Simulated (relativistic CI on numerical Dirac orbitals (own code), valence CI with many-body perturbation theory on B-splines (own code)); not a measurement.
# How much core-valence correlation do C, Si, Ge, Sn, Pb need?

Mean absolute errors of calculated excitation energies against measured levels (NIST Handbook of Basic Atomic Spectroscopic Data), in cm⁻¹. A: short ab initio CI on KLI orbitals; B: with scaled Slater integrals; C: with a P86 correlation functional too. D: large valence CI outside the frozen Dirac-Fock core of the bare core ion; E: with the core-valence potential Σ₁; F: with Σ₁, the screening Σ₂, a three-electron term, Breit and QED. Only levels that pair in all six are counted, so the sets differ, and species with too few are missing. α is the calculated polarisability of the core. The settings were settled with such spectra in view, so this is no blind test.

| Species | Core | α (bohr³) | Levels | A | B | C | D | E | F | D/F |
| --- | --- | --- | --- | --- | --- | --- | --- | --- | --- | --- |
| C | [He] | 0.00892 | 26 | 1393 | 1405 | 3114 | 276 | 94 | 38 | 7.2 |
| Si | [Ne] | 0.162 | 19 | 807 | 906 | 3233 | 42 | 486 | 30 | 1.4 |
| Ge | [Ar] 3d10 | 0.763 | 23 | 1471 | 2112 | 2009 | 1151 | 808 | 117 | 9.9 |
| Sn | [Kr] 4d10 | 2.26 | 21 | 988 | 1405 | 2493 | 1809 | 1544 | 50 | 35.9 |
| Pb | [Xe] 4f14 5d10 | 3.63 | 11 | 2770 | 2635 | 641 | 2978 | 1449 | 213 | 14.0 |

The error of D is 276 cm⁻¹ for C, whose core is the least polarisable (α = 0.0089), and 2978 for Pb, the most polarisable (α = 3.6); how far the valence electrons reach into the core matters as well as α. With all terms the errors lie between 30 and 213. E is worse than D for Si, where Σ₁ without screening overshoots.
